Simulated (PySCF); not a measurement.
MMg anions for M along the chalcogens

PBE0 with double-zeta basis sets in PySCF, for the lowest determinant that a PBE0 search found; no spin–orbit coupling. De refers to high-spin ground-configuration atoms (the charge goes to the atom of lower measured ionisation energy or higher electron affinity, which is not always the lowest computed limit). A positive dipole points towards Mg; it is taken about the centre of mass and depends on that origin.

```
 M                        basis  charged atom  state (unpaired electrons)  Re (Å)  ωe (cm⁻¹)  De (eV)  μ (D)
 O                    def2-SVPD            O−               doublet (σ ↑)   1.809        692     2.57   2.04
 S  aug-cc-pVDZ/aug-cc-pV(D+d)Z            S−               doublet (σ ↑)   2.232        476     2.19   2.02
Te   aug-cc-pVDZ/aug-cc-pVDZ-PP           Te−               doublet (σ ↑)   2.564        321     1.72  -1.00
```

Task: The row for M = Se is missing. Estimate Re, ωe and De as the mean of the rows for S and Te, and compare with the calculation.

Result: The means are 2.398 Å, 398 cm⁻¹ and 1.96 eV. PBE0 in aug-cc-pVDZ/aug-cc-pVDZ-PP gives MgSe⁻ as a doublet (σ ↑) with Re = 2.355 Å, ωe = 378 cm⁻¹, De = 2.00 eV, so the estimate is off by +4.3 pm, +5 % and -0.04 eV.

The rows differ in basis set, which adds steps of its own.

These are scalar-relativistic numbers at best; spin–orbit coupling would shift them, the dissociation energy most. For an ion De counts to the pair picked by the measured ionisation energies or electron affinities, which need not be the lowest pair at this level. States were picked by a PBE0 search and need not be the measured ground states.
